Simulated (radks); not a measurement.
Isoelectronic series with 47 electrons, each ion in its NIST ground configuration. Method: scalar-relativistic Kohn-Sham, LDA (Slater exchange, Perdew-Wang correlation), spin-polarised, spherical densities, point nucleus; open shells are filled with parallel spins first (spin-orbit coupling, left out, can overturn this in heavy ions); computed with a radial shooting solver on a logarithmic mesh with Libxc functionals. Total energies (hartree) and mean radii <r> (bohr) (* marks an orbital that is empty in some or all of the ions):

ion   configuration  E (hartree)  5s down*  5s up  4d down   4d up
Ag    [Kr] 4d10 5s1  -5311.14037     3.128  3.092    1.412   1.430
Cd+   [Kr] 4d10 5s1  -5589.26531     2.625  2.615    1.269   1.280
In2+  [Kr] 4d10 5s1  -5875.52826     2.322  2.319    1.163   1.171
Sn3+  [Kr] 4d10 5s1  -6169.93682     2.106  2.105    1.079   1.085
Sb4+  [Kr] 4d10 5s1  -6472.51137     1.938  1.939    1.010   1.015
Te5+  [Kr] 4d10 5s1  -6783.28020     1.802  1.804   0.9512  0.9553
I6+   [Kr] 4d10 5s1  -7102.27712     1.689  1.691   0.9005  0.9039
Xe7+  [Kr] 4d10 5s1  -7429.54026     1.591  1.593   0.8559  0.8588
